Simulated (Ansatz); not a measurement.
Geometry optimisation, Ansatz, RKS B3LYP/def2-SVP.

Input file:

```yaml
crystal:
  periodic: [false, false, false]
  atoms:
    - { symbol: Ga, position_ang: [-0.229761, -0.22192, -0.069831] }
    - { symbol: O, position_ang: [-0.129732, -0.575916, 1.692081] }
    - { symbol: H, position_ang: [-0.973953, -0.720745, 2.138665] }
    - { symbol: O, position_ang: [1.371596, -0.267931, -0.856855] }
    - { symbol: H, position_ang: [2.086067, -0.50971, -0.253355] }
    - { symbol: H, position_ang: [-1.534448, -0.046736, -0.888623] }
    - { symbol: S, position_ang: [-0.015419, 2.828139, 1.564745] }
    - { symbol: H, position_ang: [1.306523, 2.8805, 1.283913] }
    - { symbol: H, position_ang: [0.092828, 1.577318, 2.14376] }
basis:
  gaussian: { orbitals: def2-SVP }
hamiltonian:
  xc: b3lyp
relax:
  f_tol: 0.03
  max_steps: 50
```

Command:

```bash
$ ansatz run input.yaml --threads 2 --pin off --max-ram 3072MiB --backend cpu --events-out ev --progress --plain --runs-dir out
```

Where does it end, and by what steps?

The run converged. After 13 steps the energy has fallen by 0.110 eV; H8 moved furthest, 0.87 Å.

```csv
step,energy less start (eV),largest force component (eV/Å),accepted
0,0.0000,0.557,yes
1,-0.0322,0.285,yes
2,-0.0491,0.594,yes
3,-0.0655,0.429,yes
4,-0.0817,0.255,yes
5,-0.0877,0.134,yes
6,-0.0856,0.487,no
7,-0.0964,0.083,yes
8,-0.1002,0.099,yes
9,-0.1053,0.103,yes
10,-0.1075,0.105,yes
11,-0.1088,0.110,yes
12,-0.1096,0.064,yes
13,-0.1101,0.025,yes
```

```xyz
9
Properties=species:S:1:pos:R:3
Ga -0.267 0.022 0.133
O -0.232 -0.887 1.697
H -1.094 -1.200 1.997
O 1.419 0.235 -0.502
H 2.049 -0.318 -0.020
H -1.508 0.199 -0.790
S 0.023 2.599 1.225
H 1.212 2.312 0.636
H 0.372 1.981 2.379
```

Whether the end is a true minimum wasn't checked by a vibrational analysis.

The run took 40 s on 2 threads of Arm Neoverse V1, on a shared host, peak memory 0.24 GiB.
